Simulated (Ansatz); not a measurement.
C$_{2}$H$_{7}$BClN (`CB(Cl)CN`), relaxed with RKS PBE-D4/def2-SVP in Ansatz from a rough embedded geometry. The force threshold is 0.03 eV/Å; the program also tests the step.

The species carries charge 0 and has multiplicity 1.

Start:

```xyz
12

C    -1.364   -0.471   -1.059
B     0.088   -0.562   -0.535
Cl    1.372   -1.291   -1.598
C     0.546   -0.010    0.913
N     1.429    1.103    0.797
H    -1.483   -0.969   -2.059
H    -2.030   -1.097   -0.355
H    -1.720    0.522   -1.066
H     0.931   -0.846    1.456
H    -0.440    0.347    1.408
H     1.728    1.355    1.722
H     0.945    1.918    0.378
```

```
         step  energy (eV)  largest force (eV/Å)  largest move (Å)
            1  -16859.7846                 3.281             0.000
            2  -16860.0902                 1.242             0.096
            3  -16860.1357                 0.147             0.087
            4  -16860.1437                 0.261             0.074
            5  -16860.1654                 0.511             0.195
            6  -16860.1849                 0.663             0.183
            7  -16860.2345                 0.323             0.199
            8  -16860.2658                 0.204             0.199
            9  -16860.2860                 0.124             0.199
           10  -16860.2959                 0.304             0.195
11 (rejected)  -16860.2757                 0.563             0.196
           12  -16860.3079                 0.078             0.098
           13  -16860.3136                 0.054             0.086
           14  -16860.3193                 0.115             0.146
           15  -16860.3217                 0.140             0.086
           16  -16860.3246                 0.113             0.076
           17  -16860.3266                 0.151             0.091
18 (rejected)  -16860.3188                 0.364             0.121
           19  -16860.3291                 0.131             0.060
           20  -16860.3308                 0.086             0.041
           21  -16860.3315                 0.107             0.058
           22  -16860.3320                 0.072             0.018
           23  -16860.3326                 0.022             0.040
24 (rejected)  -16860.3324                 0.070             0.052
           25  -16860.3328                 0.015             0.025
```

End:

```xyz
12

C    -1.418   -0.801   -0.987
B    -0.091   -0.049   -0.627
Cl    0.905    0.613   -1.952
C     0.379    0.206    0.849
N     1.765    0.567    1.073
H    -1.144   -1.819   -1.350
H    -2.094   -0.938   -0.119
H    -1.974   -0.324   -1.819
H     0.095   -0.689    1.454
H    -0.393    0.975    1.168
H     1.889    1.046    1.971
H     2.082    1.213    0.340
```

It took 33 s on 4 threads of an Arm Neoverse V1 on a shared host, with 0.16 GiB of host memory at the peak.
